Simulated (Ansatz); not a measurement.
Te₂Pb₃⁺, relaxed as a doublet with UKS PBE0-D4/def2-SVP in Ansatz, starting from the GFN1-xTB geometry. Force threshold 0.02 eV/Å.

In the def2 sets Pb, Te take a core potential; there is no spin–orbit coupling. The structure comes from a short search, and lower isomers may exist.

Start:

```tsv
atom	x (Å)	y (Å)	z (Å)
Pb1	-0.858	0.862	1.855
Pb2	0.539	0.378	-2.117
Pb3	0.469	-1.816	0.382
Te4	1.717	0.870	0.500
Te5	-1.867	-0.294	-0.619
```

(1) Estimate the energy that the relaxation releases and the steps that it takes.

(2) Does the start keep its bonding and symmetry?

(3) Predict the relaxed structure.

## Answers

(1) 0.14 eV, in 6 steps; 2.1 min on 4 threads of AMD EPYC on a shared host. No frequencies were taken in this run, so the end may be a saddle point.

(2) By distances, no bond broke or formed. The bond that changes most is Pb3–Te5, from 2.96 to 3.05 Å (atoms count from 1). Point group Cs at the start, C2v at the end, both within 0.05 Å.

(3) 
Cartesian coordinates in Å:
```
Pb -0.868 0.972 1.772
Pb 0.488 0.502 -2.084
Pb 0.494 -1.911 0.402
Te 1.821 0.828 0.541
Te -1.935 -0.390 -0.632
```
Bond lengths (bridged metal pairs left out): 6 × Pb–Te 2.96 to 3.05 Å.
